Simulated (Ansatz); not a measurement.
Reaction (SMILES): [Cl][Zr]([Cl])[Cl] -> [Cl][Zr]([Cl])[Cl] as singlet, charge +1 + e-
Each molecule is optimised on its own at B3LYP-D3(BJ)/def2-TZVP (Ansatz, a first-principles code). Frequencies are from Ansatz. [Cl][Zr]([Cl])[Cl]: The spin state was set by rule; other spins were not relaxed. [Cl][Zr]([Cl])[Cl] as singlet, charge +1: The spin state was set by rule; other spins were not relaxed.
Geometry of the first species:
```xyz
4

Zr     0.0000     0.0000     0.0000
Cl     2.2227    -0.4154    -0.6161
Cl    -0.8881    -0.9974     1.9259
Cl    -1.3346     1.4128    -1.3097
```
Charge 0, spin multiplicity 2.

Quantity: adiabatic ionisation energy (0 K, with B3LYP-D3(BJ) harmonic zero-point energies), in eV. Correlated levels leave the core frozen unless marked. Open shells are spin-unrestricted. Spin-orbit coupling is left out. The frozen core is the preceding noble-gas configuration, with the filled d and f shells of earlier blocks. Past Kr the def2 sets carry scalar-relativistic core potentials. Basis-set limits of correlation are two-point, X^-3; Hartree-Fock from the larger set.

```
level                         program  adiabatic ionisation energy (eV)
---------------------  --------------  --------------------------------
SVWN5/def2-TZVPD               Ansatz                              7.50
r2SCANh-D4/def2-TZVPD  Ansatz + dftd4                              7.85
LC-wPBE-D4/def2-TZVPD  Ansatz + dftd4                              8.13
B2PLYP-D4/def2-TZVPD   Ansatz + dftd4                              7.78
```

Q: Predict the CCSD(T)/CBS(def2-TZVPP,def2-QZVPP) result (Ansatz).

A: 7.94 eV, so B2PLYP-D4/def2-TZVPD differs from it by -0.16 eV.
